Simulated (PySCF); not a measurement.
Electrostatic solvation of a mixed set.

Computed with PySCF at PBE0/pcSseg-1, non-relativistic, each on one gas-phase PBE0-D3(BJ)/def2-SVP geometry that isn't relaxed in the solvent. The solvent is an IEF-PCM continuum (cavity from Bondi-type radii × 1.2). The model holds no explicit solvent molecules, cavitation or dispersion.

**Question.** Order them by E(solvent) − E(gas) in chloroform (ε = 4.711), most negative first (kJ/mol).
A. `[CH3:1][CH2:2][N+:3]([AlH3-:4])([CH2:5][CH3:6])[CH2:7][CH3:8]` with C1–C2–N3–Al4 -64°, C2–N3–C5–C6 59°, C2–N3–C7–C8 62° (triethylamine alane)
B. `[PH+](F)(F)[BH3-]`
C. `[CH3:1][N:2]([CH3:3])[Si@H:4]([SiH3:5])[SiH2:6][SiH3:7]` with C1–N2–Si4–Si5 -88°, N2–Si4–Si6–Si7 -37°
D. `C=C=CC#N` (cyanoallene)
E. `[CH2:1]=[CH:2][P:3]([CH3:4])[C:5]#[C:6][CH3:7]` with C1–C2–P3–C4 24°

**Answer.** A (-24.6), D (-19.6), B (-15.9), E (-14.7), C (-3.4).

| SMILES | charge | ΔE (kJ/mol) | polarisation term (kJ/mol) | HOMO shift (eV) | dipole gas (D) | dipole solvent (D) | atoms |
| --- | --- | --- | --- | --- | --- | --- | --- |
| CC[N+]([AlH3-])(CC)CC | 0 | -24.6 | -28.1 | -0.41 | 5.50 | 6.65 | 26 |
| C=C=CC#N | 0 | -19.6 | -23.1 | +0.07 | 4.43 | 5.45 | 8 |
| [BH3-][PH+](F)F | 0 | -15.9 | -18.2 | +0.12 | 2.59 | 3.22 | 8 |
| C=CP(C)C#CC | 0 | -14.7 | -16.3 | -0.12 | 1.55 | 1.88 | 16 |
| CN(C)[Si@H]([SiH3])[SiH2][SiH3] | 0 | -3.4 | -3.7 | +0.16 | 1.16 | 1.34 | 22 |

The polarisation term is half the interaction of the solute with the induced surface charges.
